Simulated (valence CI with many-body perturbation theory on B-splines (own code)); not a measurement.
**Zr33+: calculated level list**

Method: relativistic CI+MBPT: five valence electrons over a frozen Dirac-Fock core [He], a basis of 11 s, 11 p, 10 d, 8 f, 5 g, 2 h functions for each j, with the one-electron correlation potential Σ1 (screened to all orders), the two-electron term Σ2, the three-electron term Σ3, Breit, model QED; selected single and double excitations, second order for the rest, scaled by the run's own slope (own B-spline code, finite nucleus).

No measured spectrum was set against this ion. As an estimate, large intervals hold to a few tenths of a per cent, small ones and those within an open d or f shell to about a per cent. Among the levels kept, up to 10000 cm⁻¹ of a level comes from second order outside the variational space, and about a tenth of that is noise between levels of different J, which matters for small intervals.

Levels 1 to 45 of 204, with energies above the lowest level, (2s^2 2p1/2^2 2p3/2) J=3/2. "Leading %" is the weight of the configuration and term that name the level; weights of strongly mixed levels are sums over their largest components and can fall short. In the jj column 3d3/2^4 stands for four electrons in 3d with j = 3/2.

```csv
No.,Configuration,Term,J,E (× 10³ cm⁻¹),Leading %,g,Leading jj
1,2s2 2p3,2P°,3/2,0.00,40,1.468,2s^2 2p1/2^2 2p3/2 (96 %)
2,2s2 2p3,2D°,3/2,631.03,49,1.384,2s^2 2p1/2 2p3/2^2 (97 %)
3,2s2 2p3,2D°,5/2,751.05,100,1.190,2s^2 2p1/2 2p3/2^2 (100 %)
4,2s2 2p3,2P°,1/2,908.48,99,0.653,2s^2 2p1/2 2p3/2^2 (99 %)
5,2s2 2p3,2P°,3/2,1539.3,57,1.256,2s^2 2p3/2^3 (98 %)
6,2s 2p4,4P,5/2,1797.2,84,1.528,2s 2p1/2^2 2p3/2^2 (96 %)
7,2s 2p4,4P,1/2,2136.5,55,2.320,2s 2p1/2^2 2p3/2^2 (88 %)
8,2s 2p4,4P,3/2,2138.4,50,1.373,2s 2p1/2^2 2p3/2^2 (80 %)
9,2s 2p4,4P,3/2,2593.6,49,1.322,2s 2p1/2 2p3/2^3 (85 %)
10,2s 2p4,2D,5/2,2759.2,84,1.253,2s 2p1/2 2p3/2^3 (96 %)
11,2s 2p4,2P,1/2,2936.1,51,1.516,2s 2p1/2 2p3/2^3 (80 %)
12,2s 2p4,2P,3/2,3030.3,65,1.145,2s 2p1/2 2p3/2^3 (95 %)
13,2s 2p4,2P,1/2,3709.0,47,1.471,2s 2p3/2^4 (88 %)
14,2p5,2P°,3/2,4328.3,99,1.325,2p1/2^2 2p3/2^3 (99 %)
15,2p5,2P°,1/2,5063.4,99,0.653,2p1/2 2p3/2^4 (99 %)
16,2s2 2p2 3s,4P,1/2,19210,54,2.071,2s^2 2p1/2^2 3s (97 %)
17,2s2 2p2 3p,4D°,1/2,19565,43,0.667,2s^2 2p1/2^2 3p1/2 (97 %)
18,2s2 2p2 3p,4D°,3/2,19820,28,1.341,2s^2 2p1/2^2 3p3/2 (95 %)
19,2s2 2p2 3s,4P,3/2,19852,89,1.682,2s^2 2p1/2 2p3/2 3s (99 %)
20,2s2 2p2 3s,2P,1/2,19894,69,1.266,2s^2 2p1/2 2p3/2 3s (99 %)
21,2s2 2p2 3s,2D,5/2,19949,53,1.375,2s^2 2p1/2 2p3/2 3s (97 %)
22,2s2 2p2 3s,2D,3/2,19981,57,1.022,2s^2 2p1/2 2p3/2 3s (98 %)
23,2s2 2p2 3d,4F,3/2,20194,39,0.772,2s^2 2p1/2^2 3d3/2 (97 %)
24,2s2 2p2 3p,4P°,1/2,20205,41,1.662,2s^2 2p1/2 2p3/2 3p1/2 (98 %)
25,2s2 2p2 3p,4D°,3/2,20241,53,1.154,2s^2 2p1/2 2p3/2 3p1/2 (97 %)
26,2s2 2p2 3d,2D,5/2,20300,25,1.200,2s^2 2p1/2^2 3d5/2 (96 %)
27,2s2 2p2 3p,2F°,5/2,20312,37,1.133,2s^2 2p1/2 2p3/2 3p1/2 (96 %)
28,2s2 2p2 3p,4D°,5/2,20424,51,1.428,2s^2 2p1/2 2p3/2 3p3/2 (97 %)
29,2s2 2p2 3p,4S°,3/2,20434,35,1.423,2s^2 2p1/2 2p3/2 3p1/2 (83 %)
30,2s2 2p2 3p,4P°,1/2,20449,41,1.775,2s^2 2p1/2 2p3/2 3p3/2 (97 %)
31,2s2 2p2 3p,2D°,3/2,20487,45,1.235,2s^2 2p1/2 2p3/2 3p3/2 (88 %)
32,2s2 2p2 3p,2F°,7/2,20525,52,1.270,2s^2 2p1/2 2p3/2 3p3/2 (97 %)
33,2s2 2p2 3p,2P°,3/2,20565,46,1.340,2s^2 2p1/2 2p3/2 3p3/2 (92 %)
34,2s2 2p2 3p,2D°,5/2,20620,48,1.186,2s^2 2p1/2 2p3/2 3p3/2 (92 %)
35,2s2 2p2 3s,4P,5/2,20669,52,1.408,2s^2 2p3/2^2 3s (95 %)
36,2s2 2p2 3p,2P°,1/2,20694,81,0.704,2s^2 2p1/2 2p3/2 3p3/2 (94 %)
37,2s2 2p2 3s,2P,3/2,20707,49,1.134,2s^2 2p3/2^2 3s (97 %)
38,2s 2p3 3s,6S°,5/2,20811,61,1.801,2s 2p1/2^2 2p3/2 3s (78 %)
39,2s2 2p2 3d,4F,3/2,20843,41,0.942,2s^2 2p1/2 2p3/2 3d3/2 (96 %)
40,2s2 2p2 3d,4F,5/2,20856,55,0.986,2s^2 2p1/2 2p3/2 3d3/2 (94 %)
41,2s2 2p2 3d,4D,1/2,20861,79,0.232,2s^2 2p1/2 2p3/2 3d3/2 (98 %)
42,2s2 2p2 3d,4F,7/2,20890,59,1.278,2s^2 2p1/2 2p3/2 3d5/2 (92 %)
43,2s2 2p2 3s,2S,1/2,20904,72,1.959,2s^2 2p3/2^2 3s (93 %)
44,2s2 2p2 3d,2F,7/2,20932,41,1.133,2s^2 2p1/2 2p3/2 3d3/2 (79 %)
45,2s 2p3 3s,4S°,3/2,20947,52,1.673,2s 2p1/2^2 2p3/2 3s (82 %)
```

The ionisation energy to 2s2 2p2 3P_0 of the next ion comes out as 4296.1 eV (NIST: 4300 ± 30 eV (semi-empirical)). All 204 levels together are meant to be complete up to 23574 × 10³ cm⁻¹.
